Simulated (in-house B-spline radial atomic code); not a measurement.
Results of a calculation; reference values are marked as such.
Xe ion on Si atom: potential, deflection and energy transfer

The pair potential comes from two frozen, spherical free-atom densities (PBE, B-spline radial code, scalar-relativistic past argon): electrostatics plus the change in Thomas-Fermi kinetic and Dirac exchange energy where they overlap, the recipe behind the universal ZBL potential, which averages such potentials (from solid-state densities) over many pairs. It is written V = (Z1 Z2 e²/r) φ(r/a), with e² = 14.3996 eV·Å and a = 0.46850 Å/(Z1^0.23 + Z2^0.23); ZBL's fit is φ = 0.18175 e^(−3.1998x) + 0.50986 e^(−0.94229x) + 0.28022 e^(−0.4029x) + 0.02817 e^(−0.20162x). Where φ falls below 4e-4 it is continued as an exponential.

Masses 131.29 and 28.09 u.

```csv
x = r/a,"φ, this pair","φ, ZBL"
0.1,0.8859,0.8928
0.5,0.611,0.6096
1.5,0.3039,0.2995
3,0.1358,0.1292
5,0.05584,0.05224
8,0.01852,0.01705
12,0.005372,0.00474
17,0.001219,0.001212
```

**Question.** At x = 1 the electrostatic, kinetic and exchange parts are 30525.46, 12208.12 and -417.56 eV. Find r, V and φ.

**Answer.** a = 0.46850/(2.5029 + 1.8349) = 0.10800 Å, so r = 0.10800 Å. V = 30525.46 + 12208.12 + (-417.56) = 42316.02 eV. The bare repulsion is 54 × 14 × 14.3996/0.10800 = 100790 eV, so φ = 0.4198, +0.8 % against ZBL's 0.4164. The kinetic (Pauli) term is 29 % of V here.

**Question.** The ion comes in at 571.9 keV with impact parameter 0.2160 Å. The scattering integral gives a centre-of-mass angle of 10° and a closest approach of 2.11 a. What are the reduced energy, the energy passed on and the laboratory angles?

**Answer.** ε = E a M2/(Z1 Z2 e² (M1 + M2)) = 571900 × 1.7486e-06 = 1. The most that one collision can pass on is γE with γ = 4 M1 M2/(M1 + M2)² = 0.5807. Here T = γE sin²(θ/2) = 0.5807 × 571900 × 0.007602 = 2525 eV. The ion turns by arctan(sin θ/(cos θ + M1/M2)) = 1.8°, and the struck atom leaves at (180° − θ)/2 = 85.0°. The closest approach is 0.228 Å. With ZBL the angle would be 9.88° and T = 2462 eV.
